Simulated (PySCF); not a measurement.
## AsH₄ at several levels of theory

All levels use the PBE0 minimum (doublet; As–H 1.511 Å (×2), As–H 1.654 Å (×2); H–As–H 92.2° (×4), H–As–H 96.5°, H–As–H 173.2°), basis [As def2-TZVP, H def2-TZVP], no relativity, density fitting, no spin–orbit coupling, PySCF. For vertical energies the ionised species is a singlet (spins chosen at PBE0 and kept) and the electron-attached one a singlet. Atomisation goes to high-spin ground-configuration atoms, without zero-point energy. Open shells are unrestricted, also as the reference of the correlated levels. A dash marks a value that was not computed or is not defined at that level.

```xyz
5
charge 0 multiplicity 2, angstrom
As    0.0000    0.0000    0.0232
H     1.6510    0.0000    0.1206
H     0.0000    1.1274   -0.9828
H    -1.6510    0.0000    0.1206
H     0.0000   -1.1274   -0.9828
```

```csv
level,atomisation (kJ/mol),vertical IP (eV),vertical EA (eV),−ε(HOMO) (eV),dipole (D)
CCSD(T),?,?,?,–,–
HF,?,?,?,?,?
MP2,826,7.66,-0.15,–,–
PBE0,925,7.93,0.03,5.49,0.26
PBE,942,7.84,0.04,4.41,0.24
B3LYP,960,8.01,0.14,5.33,0.19
r2SCAN,954,8.02,-0.02,4.78,0.30
wB97X,954,7.83,0.12,7.54,0.27
```

Question: Fill in the row of CCSD(T).

Answer: atomisation (kJ/mol) 884, vertical IP (eV) 7.66, vertical EA (eV) -0.13.

Question: Fill in the row of HF.

Answer: atomisation (kJ/mol) 596, vertical IP (eV) 7.58, vertical EA (eV) -0.87, −ε(HOMO) (eV) 8.37, dipole (D) 0.22.

For AsH₄ itself CCSD(T) correlates 19 electrons; T1 = 0.015, D1 = 0.049, (T) = -26 kJ/mol.

Without diffuse functions attachment energies tend to come out too low.
